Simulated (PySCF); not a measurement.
C₈H₁₃P.
Structure used (GFN2-xTB), in Å, numbered top down from 1:
```xyz
22
C8H13P angstrom
C     -3.3670    0.4672   -0.5841
C     -2.3413   -0.4721    0.0347
P     -0.6881   -0.3555   -0.8345
C      0.2425   -1.4844    0.2356
C      1.4535   -1.1868    0.6857
C      2.1470    0.1100    0.3755
C      2.8021    0.0207   -1.0118
C      1.1743    1.2555    0.3986
C     -0.0613    1.1658   -0.0727
H     -4.3355    0.3494   -0.1005
H     -3.4824    0.2564   -1.6457
H     -3.0583    1.5052   -0.4767
H     -2.6767   -1.5082   -0.0698
H     -2.2089   -0.2593    1.0990
H     -0.2208   -2.4405    0.4429
H      2.0025   -1.8866    1.3023
H      2.9307    0.2882    1.1193
H      3.5170   -0.7985   -1.0424
H      2.0320   -0.1559   -1.7612
H      3.3181    0.9484   -1.2493
H      1.5378    2.1819    0.8243
H     -0.7276    2.0185   -0.0728
```

Probes without a nucleus sit at each ring's centroid and 1 Å off its mean plane on both sides; NICS is minus the shielding there, NICSzz its component along the normal. Level: GIAO PBE0/pcSseg-1 (PySCF, non-relativistic, gas phase) on the GFN2-xTB geometry, one conformer.

Ring bond lengths (Å), with Mayer bond orders in brackets: P3–C4 1.813 (0.95), C4–C5 1.326 (1.89), C5–C6 1.503 (1.02), C6–C8 1.503 (1.02), C8–C9 1.326 (1.90), C9–P3 1.813 (0.94).

Q: Give the NICS values of each ring in ppm.

A: 
| ring | type | NICS(0) | NICS(1), two faces | NICS(1)zz, two faces | rms pucker (Å) | centre to ring atoms, mean (Å) |
| --- | --- | --- | --- | --- | --- | --- |
| P3–C4–C5–C6–C8–C9 | 6-membered ring with P; formal bonds 2 double, 4 single | -2.6 | -2.6 / -5.0 | -4.5 / -6.1 | 0.24 | 1.51 |

Q: What can be read from them?

A: 
- P3–C4–C5–C6–C8–C9: mean NICS(1)zz -5.3 ppm, shielded. C6 has four or more neighbours, so the value isn't read as a sign of a π ring current.

Q: At the first NICS(1) probe listed for ring P3–C4–C5–C6–C8–C9, 1 Å off the ring, what do the in-plane components average?

A: The isotropic value is a third of the trace: (3 × -2.6 − (-4.5))/2 = -1.7 ppm.
